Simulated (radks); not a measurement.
The numbers below are computed, except where a source is named.
Task: Species: Br2+. Configuration: [Ar] 3d10 4s2 4p2 5d1 (not the ground configuration). Level of theory: Dirac Kohn-Sham, PBE, spin-unpolarised, spherical densities, finite nucleus; open shells are shared between the two j in proportion to 2j + 1; Fermi nuclear charge, rms radius 4.1629 fm (a radial shooting solver on a logarithmic mesh with Libxc functionals). Some entries of the table are withheld. Estimate them.

| orbital | occ. | eigenvalue (hartree) | <r> (bohr) | <1/r> (bohr^-1) |
|---|---|---|---|---|
| 1s1/2 | 2 | -490.5004 | 0.04275 | 35.66 |
| 2s1/2 | 2 | -64.88567 | (1) | 7.956 |
| 2p1/2 | 2 | (2) | 0.1627 | 7.923 |
| 2p3/2 | 4 | (3) | 0.1666 | 7.663 |
| 3s1/2 | 2 | -9.95974 | 0.5510 | 2.607 |
| 3p1/2 | 2 | -7.75728 | 0.5565 | 2.489 |
| 3p3/2 | 4 | -7.50576 | 0.5669 | 2.427 |
| 3d3/2 | 4 | -3.68533 | 0.5852 | 2.168 |
| 3d5/2 | 6 | -3.64525 | 0.5892 | 2.152 |
| 4s1/2 | 2 | -1.80082 | 1.552 | 0.8582 |
| 4p1/2 | 0.666667 | -1.29559 | 1.757 | 0.7484 |
| 4p3/2 | 1.33333 | -1.26904 | 1.784 | 0.7353 |
| 5d3/2 | 0.4 | -0.27350 | 6.101 | 0.2184 |
| 5d5/2 | 0.6 | -0.27292 | 6.111 | 0.2181 |

Result: 
(1) 2s1/2 <r> (bohr): 0.1893
(2) 2p1/2 eigenvalue (hartree): -58.55453
(3) 2p3/2 eigenvalue (hartree): -56.80843
